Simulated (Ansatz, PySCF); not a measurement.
Al(Cl)2(SeH) (AlCl₂HSe), SMILES [Cl][Al]([Cl])[SeH]. Atoms are numbered in the order given.

```xyz
5

Al     0.2335    -0.2294     0.4274
Cl     2.1826    -0.9857     0.2978
Cl    -0.8140    -0.3753     2.2380
Se    -0.7045     0.7446    -1.4326
H     -1.9571     1.0241    -0.7014
```

Geometry optimised at B3LYP-D3(BJ)/def2-SVP. The structure was generated by enumeration; whether it is a known compound was not checked. Other conformers were not sampled.

Two levels are set side by side: PBE-D3(BJ)/def2-SVP (Ansatz, a quantum-chemistry and plane-wave program) and B3LYP-D3(BJ)/def2-SVP (Ansatz). Each level has its own optimised geometry; the coordinates shown are those of the second. Frequencies come from the Hessian of PySCF at each geometry. Differences are taken from unrounded values.

```
quantity                            B3LYP-D3(BJ)  PBE-D3(BJ)  PBE-D3(BJ) minus B3LYP-D3(BJ)
----------------------------------  ------------  ----------  -----------------------------
mean bond length (Å)                       1.992       2.001                          0.009
bond Al1–Cl2 (Å)                           2.095       2.103                          0.008
bond Al1–Cl3 (Å)                           2.097       2.106                          0.009
bond Al1–Se4 (Å)                           2.300       2.307                          0.008
bond Se4–H5 (Å)                            1.477       1.487                          0.010
highest harmonic wavenumber (cm⁻¹)          2408        2357                            -51
mean harmonic wavenumber (cm⁻¹)              572         557                            -15
zero-point energy (kcal/mol)                7.36        7.17                          -0.19
```

Exact exchange shortens and stiffens bonds; PBE has none. Differences between two approximate levels are no errors against the true value.
